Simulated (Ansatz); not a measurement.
Q: Name a neutral molecule of C and H with vertical ionisation energy (CCSD(T)/CBS(def2)) between 9.15 and 9.45 eV and HOMO–LUMO gap (PBE0/def2-TZVPP) between 7.45 and 7.75 eV (Ansatz, PBE0-D4/def2-TZVP geometry).

A: `CC/C=C/C(C)(C)C` (9.22 eV, 7.57 eV); `C1=CCCCC1` (9.34 eV, 7.50 eV); `CC/C=C\CC` (9.32 eV, 7.50 eV); `C/C=C\CCC` (9.34 eV, 7.55 eV); `C/C=C/CCC` (9.34 eV, 7.53 eV); `C/C=C\C(C)C` (9.34 eV, 7.66 eV). Other molecules can fit too; these were computed, each in one conformer that needn't be the lowest.
